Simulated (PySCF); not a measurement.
**C5H7ClF: g tensor and hyperfine couplings**

Species: C₅H₇ClF (doublet state).
Cartesian coordinates in Å at the GFN2-xTB level; atoms count from 1:
```
atom  x, y, z in Å
F1    -1.835    1.567    0.983
C2    -1.105    0.734    0.205
C3    -1.021   -0.706    0.575
C4     0.246   -1.166   -0.153
C5     1.125    0.087   -0.176
Cl6    2.392   -0.013   -1.424
C7     0.146    1.242   -0.420
H8    -1.905   -1.273    0.274
H9    -0.923   -0.818    1.662
H10    0.007   -1.455   -1.177
H11    0.735   -2.004    0.339
H12    1.643    0.217    0.777
H13    0.473    2.189    0.012
H14    0.020    1.398   -1.498
```

The hyperfine couplings belong to this conformer and change with its torsions.

As a line formula: `C1[C](F)CC[C@H]1Cl` [radical].

Computed with UKS B3LYP, pcH-1 on C Cl F H, non-relativistic, mean-field spin-orbit, GIAO (PySCF). Isolated species at its GFN2-xTB geometry (one conformer only). Couplings are sensitive to structure, and on GFN2-xTB geometries they can be far from those on DFT ones. No stability test was run, so a lower SCF solution isn't excluded.

```
g1, g2, g3        : 2.00226, 2.00413, 2.00496
g_iso             : 2.00378
Form of g         : rhombic: the two nearest values differ by 31 % of g3 − g1
⟨S²⟩              : 0.7535 (exact 0.7500)
α and β electrons : 32, 31
Total energy      : -754.75536 Eh
```

Hyperfine couplings atom by atom, in MHz; T1 to T3 are the principal values of the dipolar part:

```tsv
atom	isotope	a_iso	of which spin–orbit	T1	T2	T3	Mulliken spin population
F1	19F	183.9	0.5	-241.3	-204.1	445.4	0.06
C2	13C	205.2	0.0	-83.6	-80.3	163.9	0.89
C3	13C	-14.0	0.0	-3.0	-1.2	4.2	-0.06
C4	13C	1.3	0.0	-1.3	-0.9	2.2	0.01
C5	13C	28.2	0.0	-2.4	-1.1	3.5	0.02
Cl6	35Cl	0.0	0.0	-1.3	-1.0	2.4	0.01
C7	13C	-14.3	0.0	-3.0	-0.9	4.0	-0.07
H8	1H	85.8	0.0	-5.4	-5.1	10.5	0.03
H9	1H	91.6	0.0	-4.8	-3.1	7.9	0.05
H10	1H	-0.7	0.0	-2.7	-2.7	5.4	0.00
H11	1H	-3.2	0.0	-1.9	-1.5	3.4	0.00
H12	1H	-2.6	0.0	-3.0	-2.1	5.1	0.00
H13	1H	38.4	0.0	-4.6	-3.3	7.9	0.02
H14	1H	117.9	0.0	-6.0	-5.0	11.0	0.04
```

The Mulliken spin populations are largest on C2 (+0.89), C7 (-0.07) and C3 (-0.06). No atom but C2 exceeds +0.15. The positive populations add up to 1.13 and the negative ones to -0.13, together 2S = 1. The angles at C2 add up to 350.6°, so it is slightly pyramidal.

Axes: g2 points within 4° of the F1–C2 bond.

Under fast tumbling the dipolar parts average out, and these isotropic splittings remain (the largest six): 1 × 19F (F1, I = 1/2, 2 lines) with 6.56 mT, 1 × 1H (H14, I = 1/2, 2 lines) with 4.20 mT, 1 × 1H (H9, I = 1/2, 2 lines) with 3.26 mT, 1 × 1H (H8, I = 1/2, 2 lines) with 3.06 mT, 1 × 1H (H13, I = 1/2, 2 lines) with 1.37 mT and 1 × 1H (H11, I = 1/2, 2 lines) with 0.12 mT.

The 13C coupling of C2 (205.2 MHz) shows only in satellite lines or after enrichment, since that isotope makes up about 1.07 % of natural carbon.
